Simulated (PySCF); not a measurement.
hexa-1,2-dien-5-yne (C6H6), SMILES C#CCC=C=C.

Coordinates come from a ωB97X-D3(BJ)/def2-SVP optimisation. The values are those of a single conformer.

Calculation: TDDFT-LC-ωPBE/def2-SVPD (PySCF).

Vertical excitations. Gas-phase values at a fixed geometry.

Computed excitation energies, oscillator strengths and character:
| state | energy (eV) | λ (nm) | f | main pairs |
|---|---|---|---|---|
| S1 | 5.97 | 208 | 0.000 | HOMO→LUMO 44 %, HOMO→LUMO+1 19 %, HOMO→LUMO+2 8 % |
| S2 | 6.46 | 192 | 0.001 | HOMO−1→LUMO+1 37 %, HOMO−1→LUMO+2 23 %, HOMO−3→LUMO+2 9 %, HOMO−3→LUMO+1 8 % |
| S3 | 6.59 | 188 | 0.001 | HOMO−2→LUMO+1 22 %, HOMO−2→LUMO+6 12 %, HOMO−2→LUMO+7 9 %, HOMO−1→LUMO+6 9 % |
| S4 | 6.95 | 178 | 0.016 | HOMO−2→LUMO+5 12 %, HOMO−3→LUMO+1 10 %, HOMO−3→LUMO+6 9 %, HOMO−1→LUMO+6 9 % |
| S5 | 6.98 | 178 | 0.002 | HOMO−3→LUMO+5 16 %, HOMO−3→LUMO+4 8 %, HOMO−2→LUMO+6 8 %, HOMO→LUMO+5 8 % |
| S6 | 7.53 | 165 | 0.003 | HOMO−1→LUMO 24 %, HOMO→LUMO+1 18 %, HOMO→LUMO+2 18 %, HOMO−1→LUMO+1 9 % |
| S7 | 7.85 | 158 | 0.110 | HOMO→LUMO 26 %, HOMO→LUMO+1 24 %, HOMO→LUMO+2 19 %, HOMO−1→LUMO 7 % |
| S8 | 7.90 | 157 | 1.094 | HOMO−1→LUMO 33 %, HOMO→LUMO+2 29 %, HOMO→LUMO+1 11 % |
| S9 | 8.05 | 154 | 0.308 | HOMO−1→LUMO+2 37 %, HOMO−1→LUMO+1 19 %, HOMO−3→LUMO+2 11 %, HOMO−3→LUMO+1 7 % |
| S10 | 8.21 | 151 | 0.114 | HOMO−2→LUMO 47 %, HOMO−2→LUMO+3 14 %, HOMO−1→LUMO+3 10 % |
| T1 | 4.38 | 283 | 0 | HOMO→LUMO+2 18 %, HOMO−1→LUMO 14 %, HOMO→LUMO+1 14 %, HOMO−1→LUMO+1 11 % |
| T2 | 4.65 | 267 | 0 | HOMO→LUMO+1 24 %, HOMO−1→LUMO 15 %, HOMO→LUMO+2 13 %, HOMO−1→LUMO+2 7 % |
| T3 | 5.26 | 236 | 0 | HOMO−2→LUMO+5 16 %, HOMO−3→LUMO+1 9 %, HOMO−3→LUMO+6 8 %, HOMO−2→LUMO+6 6 % |
| T4 | 5.58 | 222 | 0 | HOMO→LUMO 43 %, HOMO→LUMO+1 15 %, HOMO→LUMO+2 12 % |
Triplets are in the Tamm–Dancoff approximation, which puts them higher than full response would, so one can lie above its singlet here.
